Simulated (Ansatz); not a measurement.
Species: sum formula BNH₂Br, net charge 0, doublet state. It need not be the lowest isomer of its formula. 
Geometry from a B3LYP-D3(BJ)/def2-TZVP (Ansatz, a first-principles code) optimisation:
```
N
H 1 1.0070
H 1 1.0117 2 114.04
B 1 1.3753 2 122.23 3 -180.00
Br 4 1.9220 1 124.62 2 180.00
```
Charge 0, spin multiplicity 2.

Total electronic energies in hartree. Correlated levels leave the core frozen unless marked. Open shells are spin-unrestricted. Spin-orbit coupling is left out. The frozen core is the preceding noble-gas configuration, with the filled d and f shells of earlier blocks. Non-relativistic. CBS marks a two-point X^-3 extrapolation of the correlation energy; Hartree-Fock from the larger set (for Q and 5 zeta extrapolated as (X+1)exp(-9√X)).

| level | program | energy (Eh) |
|---|---|---|
| PBE-D3(BJ)/def2-TZVPD | Ansatz + dftd3 | -2654.51183 |
| r2SCAN-D3(BJ)/def2-TZVPD | Ansatz + dftd3 | -2654.94429 |
| PBE0/def2-QZVPP | Ansatz | -2654.66415 |
| LC-wPBE/def2-TZVPD | Ansatz | -2654.58962 |
| B2GP-PLYP-D4/def2-TZVPD | Ansatz + dftd4 | -2654.35150 |
| MP2/6-31G | Ansatz | -2652.52863 |
| MP2/cc-pVDZ | Ansatz | -2653.06304 |
| SCS-MP2/cc-pVQZ | Ansatz | -2653.30789 |
| CCSD(T)/CBS(cc-pVQZ,cc-pV5Z) | Ansatz | -2653.3835 |

Totals of different functionals don't rank their quality; only differences between species are comparable.
